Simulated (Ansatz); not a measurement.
Basis sets compared for SiF4. The state is a singlet with charge 0. Geometry PBE-D4/def2-SVP. Ansatz on 4 threads of Arm Neoverse V1 on a shared host; times are rough, and most runs start from earlier orbitals.

```tsv
atom	x (Å)	y (Å)	z (Å)
Si1	0.000	0.000	0.000
F2	-1.524	-0.494	-0.048
F3	0.040	1.591	0.189
F4	0.732	-0.394	-1.370
F5	0.751	-0.704	1.229
```

B3LYP takes the VWN-RPA correlation.

Binding counts from free atoms (Si triplet, F doublet) in the same basis, without a counterpoise term.

```tsv
level	functions	energy (Eh)	HOMO (eV)	LUMO (eV)	binding per atom (eV)	wall time
HF/6-31G	49	-686.7321	-19.02	2.83	2.50	0.15 s
HF/def2-TZVP	161	-687.1688	-18.46	3.65	3.65	0.65 s
PBE-D4/def2-SVP	74	-688.1792	-10.18	-0.82	4.88	0.99 s
PBE-D4/def2-TZVP	161	-688.8112	-10.57	-1.11	4.96	0.8 s
r2SCAN-D4/def2-TZVP (with forces)	161	-689.1536	-11.13	-0.51	4.91	2 s
B3LYP-D4/6-31G	49	-688.9238	-12.45	-1.36	3.81	0.45 s
B3LYP-D4/def2-TZVP	161	-689.3589	-12.43	-0.42	4.82	1.1 s
PBE0-D4/def2-SVP	74	-688.2046	-12.53	0.20	4.66	0.55 s
PBE0-D4/def2-TZVP	161	-688.8342	-12.76	-0.03	4.79	1 s
```

(1) Estimate the rows for PBE-D4/def2-TZVPD, r2SCAN-D4/def2-TZVPD, PBE0-D4/def2-TZVPD.

Answers

(1) 
```json
{"level": "PBE-D4/def2-TZVPD", "functions": "203", "energy (Eh)": "-688.8141", "HOMO (eV)": "-10.65", "LUMO (eV)": "-1.60", "binding per atom (eV)": "4.95", "wall time": "1.4 s"}
{"level": "r2SCAN-D4/def2-TZVPD", "functions": "203", "energy (Eh)": "-689.1556", "HOMO (eV)": "-11.18", "LUMO (eV)": "-0.95", "binding per atom (eV)": "4.90", "wall time": "2.6 s"}
{"level": "PBE0-D4/def2-TZVPD", "functions": "203", "energy (Eh)": "-688.8364", "HOMO (eV)": "-12.81", "LUMO (eV)": "-0.71", "binding per atom (eV)": "4.78", "wall time": "1.9 s"}
```
